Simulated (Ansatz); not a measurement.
Ansatz results at the PBE0-D4/def2-TZVP geometry: LUMO energy (ωB97M-V/def2-TZVPP) 1.71 eV; size of the dipole moment (B3LYP/def2-TZVPP) 1.69 D; HOMO–LUMO gap (B3LYP/def2-TZVPP) 7.28 eV.

Each molecule was computed in one conformer, which needn't be the lowest.

Which molecule gave them?
A. `C[SiH](F)S[SiH](O)O`
B. `O[SiH2][O][GeH3]`
C. `O[SiH2]S[SiH](O)O`
D. `N[SiH2]S[Si](N)(F)F`

C. The others give `N[SiH2]S[Si](N)(F)F`: 1.96, 2.87, 7.41; `C[SiH](F)S[SiH](O)O`: 2.09, 2.43, 7.82; `O[SiH2][O][GeH3]`: 1.80, 1.35, 8.16.

B3LYP here is the variant with VWN-RPA as its local correlation; programs differ in this.
